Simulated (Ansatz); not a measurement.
Consider the formal exchange of groups at the Si–C bond: `BC([SiH3])BCl` + `NCN[SiH3]` → `NC([SiH3])N[SiH3]` + `BCBCl`.

Computed with Ansatz on PBE0-D4/def2-TZVP structures; ΔE is electronic, products minus reactants. CBS: MP2 limit from def2 TZ/QZ plus the TZ coupled-cluster correction, frozen cores. DFT in def2-TZVPP. B3LYP here is the variant with VWN-RPA as its local correlation; programs differ in this. One conformer a species, not always the lowest.

```json
{"level": "PBE-D4", "ΔE (kJ/mol)": "54.1", "difference from CCSD(T)/CBS": "-3.2"}
{"level": "r2SCAN-D4", "ΔE (kJ/mol)": "56.8", "difference from CCSD(T)/CBS": "-0.5"}
{"level": "B3LYP-D4", "ΔE (kJ/mol)": "49.9", "difference from CCSD(T)/CBS": "-7.4"}
{"level": "r2SCAN", "ΔE (kJ/mol)": "57.4", "difference from CCSD(T)/CBS": "0.1"}
{"level": "PBE0", "ΔE (kJ/mol)": "59.2", "difference from CCSD(T)/CBS": "1.9"}
{"level": "HF/def2-TZVPP", "ΔE (kJ/mol)": "54.1", "difference from CCSD(T)/CBS": "-3.2"}
{"level": "MP2/def2-TZVPP", "ΔE (kJ/mol)": "61.2", "difference from CCSD(T)/CBS": "3.9"}
{"level": "CCSD(T)/def2-TZVPP", "ΔE (kJ/mol)": "57.4", "difference from CCSD(T)/CBS": "0.1"}
{"level": "SCS-MP2/def2-QZVPP", "ΔE (kJ/mol)": "58.4", "difference from CCSD(T)/CBS": "1.1"}
{"level": "MP2/CBS(def2)", "ΔE (kJ/mol)": "61.1", "difference from CCSD(T)/CBS": "3.8"}
{"level": "CCSD(T)/CBS", "ΔE (kJ/mol)": "57.3", "difference from CCSD(T)/CBS": "0"}
```

Largest T1 diagnostic among the species: 0.012.

In def2-TZVPP, CCSD(T) changes the Hartree–Fock value by +3.4 kJ/mol (the triples alone add +0.6 kJ/mol) and MP2 by +7.1 kJ/mol. The D4 term adds −3.3 kJ/mol with B3LYP and −1.9 kJ/mol with PBE0; it sums over pairs of atoms, weighted by their polarisabilities, and B3LYP, whose exchange is more repulsive, gets the larger term.
